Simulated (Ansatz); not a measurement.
Question: Name a neutral molecule of Al, O, Si and H with LUMO energy (PBE/def2-TZVPP) between -2.00 and -1.70 eV and zero-point energy (PBE0-D4/def2-TZVP) between 125 and 141 kJ/mol (Ansatz, PBE0-D4/def2-TZVP geometry).

Answer: `O[SiH2][O][AlH2]` (-1.96 eV, 130.4 kJ/mol). Other molecules can fit too; these were computed, each in one conformer that needn't be the lowest.
